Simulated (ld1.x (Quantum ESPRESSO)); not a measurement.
Pseudopotential generation for beryllium: TM, PBE, scalar-relativistic.

```
Element                 : Be
Generator               : ld1.x (Quantum ESPRESSO) 7.5
Type                    : norm-conserving Troullier–Martins (Kleinman–Bylander form)
Functional              : PBE
Relativity              : scalar-relativistic
Frozen core             : [He]
Valence charge          : 2
Reference configuration : 2s1 2p1
Partial waves           : 2p (bound): rc 3.00 bohr; 2s (bound): rc 2.20 bohr
Local potential         : the s channel
Core correction         : none
```

All-electron outer shells of the reference configuration (PBE, scalar-relativistic, ld1.x):

| shell | level (eV) | outermost node (bohr) | outermost maximum (bohr) |
| --- | --- | --- | --- |
| 1s | -107.63 | – | 0.27 |
| 2s | -6.16 | 0.59 | 2.02 |
| 2p | -2.53 | – | 2.23 |

(1) Estimate the cutoffs (Ry, on a coarse ladder) from which the occupation-weighted sum of valence levels, in a spherical-Bessel basis at the reference potential, stays within 10 and 1 mRy of its value at 400 Ry.

(2) What does a ghost test show?

(3) Tests: 2s2 2p0; 2s1 2p0; 2s1.5 2p0; 2s0 2p2; 2s0 2p1. Which has the largest error in its energy relative to the reference configuration, and how large is it?

## Answers

(1) 8 Ry and 15 Ry.

(2) No extra level below or beside the all-electron valence levels (p, s, d, f tested).

(3) 2s1 2p0, with +37 meV (all-electron minus pseudo) on +5.94 eV.
